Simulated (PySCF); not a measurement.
## Polarisability and C₆ of Fe²⁺ (iron, charge +2)

[Ar] 3d6, high-spin 5D determinant. All numbers are calculated (PySCF 2.14, no relativity, point nucleus, in aug-cc-pVTZ with one added diffuse shell each of s, p, d, f, g type (9s8p6d4f3g, 118 functions)). Coupled (time-dependent) response in atomic units; α is the mean over directions.

```json
{"method": "M06", "mean α (bohr³)": "3.773", "α xx, yy, zz": "4.086, 4.086, 3.146", "C₆ (like pair)": "10.82", "S(−4)": "8.926"}
```

S(−4) is the Cauchy moment in α(ω) = α(0) + S(−4) ω² + …

α(iu) at M06:

| u (hartree) | α(iu) (bohr³) |
| --- | --- |
| 0 | 3.773 |
| 0.0500 | 3.751 |
| 0.100 | 3.688 |
| 0.200 | 3.474 |
| 0.300 | 3.207 |
| 0.500 | 2.693 |
| 0.750 | 2.195 |
| 1.00 | 1.830 |
| 1.50 | 1.337 |
| 2.00 | 1.022 |
| 3.00 | 0.6523 |
| 5.00 | 0.3303 |

A single London oscillator, α(iu) = α/(1 + u²/ω²), gives C₆ = (3/4) ω α². Matching the computed C₆ needs ω = 4 × 10.82 / (3 × 3.773²) = 1.01 hartree.

For an ion, C₆ is the dispersion term alone; charge-induced terms of lower order in 1/R come first.

The components differ because the open shell of this determinant is not spherical; for a pure term their mean is the scalar polarisability.
